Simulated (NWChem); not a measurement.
## Correlation energy of H₄PSi

SMILES: [SiH3][PH]
```xyz
6

Si    -0.9886    -0.3481     0.0849
P      1.1041     0.4855    -0.1142
H     -1.1904    -0.9440     1.4433
H     -1.9794     0.7509    -0.1145
H     -1.2297    -1.4117    -0.9407
H      1.6789    -0.8051     0.1362
```
Charge 0, spin multiplicity 2.

All runs are NWChem calculations. The geometry was optimised at UPBE0/def2-SVP, a minimum by its harmonic frequencies.

Basis set: STO-3G. Each correlation energy counts from its own Hartree-Fock reference.

The correlated methods keep 10 core orbitals frozen. The structure started from a generated list of species. No SCF solution was tested for a lower state. Open-shell Hartree-Fock references start from PBE0 orbitals. No row is a measurement; the coupled-cluster row has its own basis-set and correlation limits.

Problem. Order these methods by the correlation energy they give, lowest first: UMP2, SCS-UMP2, CCSD on UHF, CCSD on ROHF.

Solution. CCSD on ROHF (-99.2 mHa), CCSD on UHF (-97.5 mHa), SCS-UMP2 (-76.6 mHa), UMP2 (-65.6 mHa)
